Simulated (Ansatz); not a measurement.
Reaction (hydrogenolysis of the Si–F bond): `O[SiH](O)O[Si](F)(F)F` + H₂ → `O[SiH](O)O[SiH](F)F` + H–F

Computed with Ansatz on PBE0-D4/def2-TZVP structures; ΔE is electronic, products minus reactants. CCSD(T)/CBS adds triple-zeta CCSD(T) − MP2 to the extrapolated MP2 energy (def2 sets, frozen cores). This one scheme is used for every species. DFT in def2-TZVPP. One conformer a species, not always the lowest.

```tsv
level	ΔE (kJ/mol)
BHLYP-D4	134.1
BHLYP	131.8
```

Problem. What does CCSD(T)/CBS give? (An estimate is asked.)

Solution. Ansatz gave: +128.9 kJ/mol. The listed levels differ from it by 5.2, 2.9 kJ/mol.

Problem. What do rigid-rotor, harmonic-oscillator terms from PBE0-D4/def2-TZVP frequencies (298.15 K, 1 bar) make of the CCSD(T)/CBS value? (Best estimate.)

Solution. The calculation gave: ΔZPE = +12.9 kJ/mol, ΔH = +139.6 kJ/mol, ΔS = 26 J/(mol·K), ΔG = +132.0 kJ/mol. Modes under 50 cm⁻¹ make the entropy rough.

Largest T1 diagnostic among the species: 0.012.

Leaving LDA and LC-ωPBE aside and taking each functional with its dispersion term where it has one, the values, not all of them listed here, spread over 19.4 kJ/mol, from PBE-D4 to B97M-V. LDA lies +5.0 kJ/mol from PBE without D4. From BLYP to BHLYP (50 % exact exchange), in def2-TZVPP and without D4, ΔE moves by +7.4 kJ/mol.
